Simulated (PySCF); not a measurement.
Isomers of C4H10O2Si, mass 118.045 u with the commonest isotopes. The calculation used CAM-B3LYP/def2-SVPD in PySCF (dipole) on a GFN2-xTB geometry, gas phase. One conformer each, none proved a minimum here; rigid rotors.

Question: Order these by radius of gyration √(Σ m r²/M), smallest first.
A. `[CH3:1][CH2:2][C@H:3]1[CH2:4][O:5][SiH2:6][O:7]1` with C1–C2–C3–C4 177°, C2–C3–C4–O5 134°, C3–C4–O5–Si6 -12°, C4–O5–Si6–O7 7°, O5–Si6–O7–C3 2°
B. `[CH3:1][CH2:2][C:3](=[O:4])[SiH2:5][O:6][CH3:7]` with C1–C2–C3–O4 1°, C2–C3–Si5–O6 -160°, C3–Si5–O6–C7 -48°
C. `[CH2:1]=[C:2]([CH2:3][CH3:4])[O:5][SiH2:6][OH:7]` with C1–C2–C3–C4 -111°, C1–C2–O5–Si6 -1°, C2–O5–Si6–O7 58°, O5–Si6–O7–H 49°
D. `[CH2:1]=[CH:2][O:3][Si@@H:4]([CH3:5])[O:6][CH3:7]` with C1–C2–O3–Si4 -179°, C2–O3–Si4–C5 57°, O3–Si4–O6–C7 -179°

Answer: A (1.900 Å), C (2.072 Å), D (2.117 Å), B (2.152 Å).

Question: Order these by dipole moment, smallest first.
A. `[CH2:1]=[C:2]([CH2:3][CH3:4])[O:5][SiH2:6][OH:7]` with C1–C2–C3–C4 -111°, C1–C2–O5–Si6 -1°, C2–O5–Si6–O7 58°, O5–Si6–O7–H 49°
B. `[CH3:1][CH2:2][C:3](=[O:4])[SiH2:5][O:6][CH3:7]` with C1–C2–C3–O4 1°, C2–C3–Si5–O6 -160°, C3–Si5–O6–C7 -48°
C. `[CH2:1]=[CH:2][O:3][Si@@H:4]([CH3:5])[O:6][CH3:7]` with C1–C2–O3–Si4 -179°, C2–O3–Si4–C5 57°, O3–Si4–O6–C7 -179°
D. `[CH3:1][CH2:2][C@H:3]1[CH2:4][O:5][SiH2:6][O:7]1` with C1–C2–C3–C4 177°, C2–C3–C4–O5 134°, C3–C4–O5–Si6 -12°, C4–O5–Si6–O7 7°, O5–Si6–O7–C3 2°

Answer: D (1.02 D), A (1.32 D), B (1.72 D), C (2.35 D).

Question: Order these by rotational constant C, smallest first.
A. `[CH3:1][CH2:2][C@H:3]1[CH2:4][O:5][SiH2:6][O:7]1` with C1–C2–C3–C4 177°, C2–C3–C4–O5 134°, C3–C4–O5–Si6 -12°, C4–O5–Si6–O7 7°, O5–Si6–O7–C3 2°
B. `[CH2:1]=[CH:2][O:3][Si@@H:4]([CH3:5])[O:6][CH3:7]` with C1–C2–O3–Si4 -179°, C2–O3–Si4–C5 57°, O3–Si4–O6–C7 -179°
C. `[CH3:1][CH2:2][C:3](=[O:4])[SiH2:5][O:6][CH3:7]` with C1–C2–C3–O4 1°, C2–C3–Si5–O6 -160°, C3–Si5–O6–C7 -48°
D. `[CH2:1]=[C:2]([CH2:3][CH3:4])[O:5][SiH2:6][OH:7]` with C1–C2–C3–C4 -111°, C1–C2–O5–Si6 -1°, C2–O5–Si6–O7 58°, O5–Si6–O7–H 49°

Answer: C (941.5 MHz), B (986.6 MHz), D (1093 MHz), A (1231 MHz).

```csv
SMILES,point group,Ia (u·Å²),Ib (u·Å²),Ic (u·Å²),κ,μa (D),μb (D),μc (D)
CC[C@H]1CO[SiH2]O1,C1,107.94,334.12,410.38,-0.84,0.88,0.52,0.02
C=C(CC)O[SiH2]O,C1,127.18,424.02,462.39,-0.93,0.93,0.62,0.71
CCC(=O)[SiH2]OC,C1,104.31,452.36,536.78,-0.91,0.78,1.44,0.53
C=CO[Si@@H](C)OC,C1,118.17,427.81,512.23,-0.88,1.47,1.79,0.38
```
